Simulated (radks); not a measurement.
The numbers below are computed, except where a source is named.
The chlorine anion Cl- inside a hard spherical wall (all orbitals vanish at R), configuration held at [Ar] and not refilled when levels cross. Level of theory: non-relativistic Kohn-Sham, PBEsol, spin-polarised, spherical densities, point nucleus (a radial shooting solver on a logarithmic mesh with Libxc functionals). Eigenvalues in eV for spin up, with the zero of energy where the potential of the charges vanishes at infinity; a dash marks a level that is unbound or too diffuse for the functional's potential to be trusted. A positive occupied level is held by the wall or, in an anion where self-interaction has pushed it up, behind a barrier. The pressure on the wall is -dE/dV.

R (bohr)  E (hartree)  kinetic (hartree)    e(2s)    e(2p)   e(3s)   e(3p)  e(4s, empty)  e(3d, empty)  pressure (GPa)
5          -459.33529            459.185  -237.32  -178.17  -8.688   2.702        16.042        16.484            9.78
4          -459.10428            460.201  -232.62  -173.43  -5.461   6.235        28.608        22.481            65.1
3          -457.97137            464.441  -218.94  -159.55   4.203  17.193        64.813        37.044             622
2.5        -455.98383            470.823  -203.64  -143.92  16.736  31.281        109.59        53.301            2330
2          -450.45201            486.330  -175.95  -115.39  45.787  62.817        205.74        85.276           10700
1.5        -432.24079            530.481  -122.77  -59.654  130.76  149.41        449.82        158.46           68700
